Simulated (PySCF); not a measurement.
# Electronic structure of Tl²⁺ (thallium, charge +2) at the r2SCAN level

Configuration: [Xe] 4f14 5d10 6p1, 2P determinant (an excited configuration). All numbers are calculated (PySCF 2.14, scalar relativity by spin-free X2C-1e, in x2c-TZVPPall with one added diffuse shell each of s, p, d, f type (12s8p7d4f, 99 functions)).

```json
{"Total energy": "-20248.19 hartree", "One-electron energy": "-27662.66 hartree", "Hartree (Coulomb) energy": "7800.56 hartree", "Exchange-correlation energy": "-386.10 hartree", "⟨S²⟩": "0.7543", "⟨L²⟩": "2.020", "Sum of ⟨r⟩": "42.02 bohr", "Sum of ⟨r²⟩": "47.27 bohr²", "Traceless quadrupole moment −½Σ⟨3z² − r²⟩ along its main axis": "-3.79 e·bohr²", "Langevin diamagnetic susceptibility": "-37.4 ×10⁻⁶ cm³/mol", "Time after the integrals": "about 9 core-seconds"}
```

| shell | electrons | mean orbital energy (eV) | spread (eV) | rms radius, mean of both spins (bohr) |
| --- | --- | --- | --- | --- |
| 1s α | 1 | -85397.9 | 0 | 0.0184 |
| 1s β | 1 | -85397.8 | 0 | 0.0184 |
| 2s β | 1 | -15247.2 | 0 | 0.0743 |
| 2s α | 1 | -15247.2 | 0 | 0.0743 |
| 2p α | 3 | -13179.8 | 0.024 | 0.0684 |
| 2p β | 3 | -13179.8 | 0.052 | 0.0684 |
| 3s α | 1 | -3666.9 | 0 | 0.190 |
| 3s β | 1 | -3666.8 | 0 | 0.190 |
| 3p α | 3 | -3066.0 | 0.104 | 0.192 |
| 3p β | 3 | -3065.9 | 0.117 | 0.192 |
| 3d α | 5 | -2412.4 | 0.093 | 0.176 |
| 3d β | 5 | -2412.4 | 0.101 | 0.176 |
| 4s α | 1 | -840.49 | 0 | 0.416 |
| 4s β | 1 | -840.47 | 0 | 0.416 |
| 4p α | 3 | -641.45 | 0.206 | 0.444 |
| 4p β | 3 | -641.43 | 0.229 | 0.444 |
| 4d α | 5 | -398.96 | 0.202 | 0.473 |
| 4d β | 5 | -398.94 | 0.226 | 0.473 |
| 5s α | 1 | -152.74 | 0 | 0.934 |
| 5s β | 1 | -152.69 | 0 | 0.934 |
| 4f α | 7 | -134.83 | 0.219 | 0.513 |
| 4f β | 7 | -134.80 | 0.248 | 0.513 |
| 5p α | 3 | -98.243 | 0.400 | 1.07 |
| 5p β | 3 | -98.214 | 0.479 | 1.07 |
| 5d α | 5 | -35.341 | 0.341 | 1.46 |
| 5d β | 5 | -35.186 | 0.647 | 1.46 |
| 6p α | 1 | -17.699 | 0 | 3.05 |

Spin-orbit coupling, absent here, splits the open shell strongly.

Densities and radii are taken from the X2C orbitals without a picture-change correction, which distorts them close to the nucleus.
